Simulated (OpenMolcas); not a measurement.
## Hg: RASPT2 settings compared

```yaml
Program: OpenMolcas 26.06
Basis: ANO-RCC-VDZ [7s6p4d1f]
Scalar_Hamiltonian: DKH2, point nucleus
Active_space: 2 electrons in 9 orbitals (RAS2 6s 6p; RAS3 6d, at most 2 electrons)
State_averaging: 2S+1 = 1 even, 1 root; 2S+1 = 1 odd, 3 roots; 2S+1 = 3 odd, 3 roots kept (CI in the orbitals of an earlier block)
Spin-orbit_coupling: state interaction with AMFI integrals over the reference wave functions, term energies averaged over their components
```

Methods on the same reference wave functions:
A. RASSCF
B. SS-RASPT2, IPEA 0.35 Eh, sigma2 regulariser 0.15 Eh (closed shells correlated: 5d)
C. SS-RASPT2, IPEA 0.35 Eh, sigma2 regulariser 0.3 Eh (closed shells correlated: 4f 5s 5p 5d)
D. SS-RASPT2, IPEA 0.3 Eh, imaginary shift 0.2 Eh (closed shells correlated: 5d)

Energies in cm⁻¹ above 6s² ¹S₀, the measured ground level; measured values from NIST Handbook of Basic Atomic Spectroscopic Data.

| Level | A | B | C | D | Measured |
| --- | --- | --- | --- | --- | --- |
| 6s² ¹S₀ | 0.0 | 0.0 | 0.0 | 0.0 | 0.0 |
| 6s 6p ³P°₀ | 35300 | 35470 | 35800 | 35470 | 37645 |
| 6s 6p ³P°₁ | 36117 | 36290 | 36620 | 36290 | 39412 |
| 6s 6p ³P°₂ | 38020 | 38190 | 38520 | 38190 |  |
| 6s 6p ¹P°₁ | 54740 | 55470 | 55610 | 55460 | 54069 |

Deviations, from unrounded energies. A percentage is the sum of absolute deviations over the sum of measured energies, with the sign that they share, or ± where signs differ.

```csv
Against measurement,Levels,A,B,C,D
mean absolute deviation (cm-1),3,2100,2200,2100,2200
other configurations (%),3,±4.8,±5.1,±4.7,±5.1
```

A, C lie about equally close to measurement and B furthest from it. The largest miss of C in the table is 6s 6p ³P°₁, by -2800 cm-1. The ranking rests on the paired levels alone, and a cruder setting can come out closer through cancelling errors.

Among B to D the level of the table that moves most is 6s 6p ³P°₀, by 330 cm-1 (lowest in B, highest in C). Moves below CASPT2's spread within the term are not significant.

The lowest spin-free term lies below A's lowest term by 0.091 hartree in B, 0.149 hartree in C, 0.092 hartree in D.

CASPT2 breaks the degeneracy within a term, and the mean is taken; among the terms shown or strongly mixed into the levels shown the widest spread is 11 cm-1 (6s 6p ³P°, B). Terms from blocks run as CI alone lack orbitals of their own. Active for correlation alone: 6d; no level in the range computed is led by a configuration that fills it, so any true level of that kind is missing. Spin-orbit splittings of 6p shells tend to come out small when the coupling is added on scalar orbitals. Measured partners are found by configuration, term and J. A level has none where our copy of the source lacks it or the pairing is in doubt (some pairs that miss far off the trend of their configuration count as doubtful), and it then counts in no deviation. Only configurations of the active space appear.

° marks odd parity.
